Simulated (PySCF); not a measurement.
Si(NH2)(NMe2), C2H8N2Si, SMILES [Si](N)N(C)C at its PBE0/def2-SVP optimised geometry (Å):

```
13

Si     0.0088    -1.3300     0.0000
N      1.7377    -1.3300     0.0000
H      2.3892    -0.5557    -0.0804
H      2.2232    -2.2192     0.0399
N     -0.3631     0.3761     0.0000
C     -1.7503     0.7599    -0.1209
C      0.5300     1.5021     0.0809
H     -2.0820     1.3738     0.7385
H     -1.9392     1.3493    -1.0389
H     -2.3892    -0.1367    -0.1627
H      0.5926     2.0602    -0.8738
H      0.1933     2.2192     0.8533
H      1.5469     1.1907     0.3585
```

Level of theory: PBE0/def2-TZVP (PySCF 2.14.0). Cells within 0.4 Å of a nucleus heavier than hydrogen are left out (blank, or x).

Map of the deformation density (molecule minus spherical neutral atoms) (e/bohr³) on the plane z = 0.0 Å:

```
|111111111111111111111111111|
|111111111111111111111111111|
|111111111111111111111111111|
|111111111111111111111111111|
|111111111111111111111111111|
|111111111111111111111111111|
|111111111111111100111111111|
|111111111100013100111111111|
|11111111100000xx22111111111|
|11111013200001xx65211111111|
|11111003x111264144201111111|
|1111101xxx63x53011101111111|
|11111158325xxx0000000111111|
|111111772011x51000000001111|
|111100221002651000121001111|
|111110010001220011287101111|
|1111111111001x0254x74101111|
|111111111112xxx36xxx1011111|
|111111111123211132473111111|
|111111111123321011494011111|
|111111111122221000120011111|
|111111111111111110000011111|
|111111111111111111100111111|
|111111111111111111111111111|
|111111111111111111111111111|
|111111111111111111111111111|
|111111111111111111111111111|
```
Scale: ten equal steps from -0.018 (start of '0') to 0.100 (end of '9'), in the order '0123456789'; x runs from -4.50 to 4.50, y from -4.50 (bottom) to 4.50 (top).
